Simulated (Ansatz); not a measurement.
## Ansatz input wanted

BSiH4O2F− has 9 atoms, charge -1, and is taken as a doublet. As SMILES of the parent species, `OB(F)O[SiH3]`. Geometry: relaxed at PBE0-D4/def2-TZVP. This is one conformer, not always the lowest. That shape belongs to the parent species and isn't relaxed for this state.

| atom | x (Å) | y (Å) | z (Å) |
| --- | --- | --- | --- |
| O | -1.6141 | 0.5567 | 0.3940 |
| B | -0.3954 | 1.1571 | 0.3527 |
| F | -0.2773 | 2.4508 | 0.6579 |
| O | 0.7089 | 0.4669 | 0.0062 |
| Si | 0.9342 | -1.1149 | -0.4250 |
| H | -2.3225 | 1.1499 | 0.6541 |
| H | 2.3819 | -1.2739 | -0.6909 |
| H | 0.1545 | -1.4276 | -1.6478 |
| H | 0.5182 | -2.0110 | 0.6818 |

Settings wanted:

| Setting | Value |
| --- | --- |
| basis set | 6-31G* |
| integral approximation | def2-universal-jkfit |
| task | gradient |
| method | CCSD |
| reference | UHF |
| accuracy | medium |
| frozen core orbitals | 9 |
| d and f functions | Cartesian |

Task: Give an Ansatz 0.2.0 job that does this.

Result: This one ran through:

input.yaml:
```yaml
crystal:
  periodic: [false, false, false]
  atoms:
    - symbol: O
      position_ang: [-1.614100, 0.556700, 0.394000]
    - symbol: B
      position_ang: [-0.395400, 1.157100, 0.352700]
    - symbol: F
      position_ang: [-0.277300, 2.450800, 0.657900]
    - symbol: O
      position_ang: [0.708900, 0.466900, 0.006200]
    - symbol: Si
      position_ang: [0.934200, -1.114900, -0.425000]
    - symbol: H
      position_ang: [-2.322500, 1.149900, 0.654100]
    - symbol: H
      position_ang: [2.381900, -1.273900, -0.690900]
    - symbol: H
      position_ang: [0.154500, -1.427600, -1.647800]
    - symbol: H
      position_ang: [0.518200, -2.011000, 0.681800]
basis:
  gaussian:
    orbitals: "6-31G*"
    fitting:
      mean_field: def2-universal-jkfit
correlation:
  method: ccsd
  electrons: outside_noble_gas
output:
  forces: true
total_charge: -1
magnetization:
  spin_polarized: true
  initial_magnetization: 1
```

```bash
$ ansatz run input.yaml --threads 1 --pin off --max-ram 2610MiB --events-out events.jsonl --progress --plain --runs-dir runs
```

Calculated total energy: -565.90068 Eh, largest force 3.424 eV/Å. Without diffuse functions such a state is poorly described. The shape is far from stationary at this level.
